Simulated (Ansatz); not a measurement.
Species: H2ClGa, SMILES `[GaH2][Cl]` (charge 0, multiplicity 1), formula H2ClGa.

Task: How many basis functions does frozen-core CCSD(T)/cc-pVTZ // B3LYP-D3(BJ)/def2-TZVP (Ansatz, a first-principles code) use, how many core orbitals are frozen, and how many electrons are correlated?

Result: 105 basis functions and 14 frozen orbitals, which leaves 22 correlated electrons (filled d shells below the valence shell are correlated). Core time is of the order of seconds.
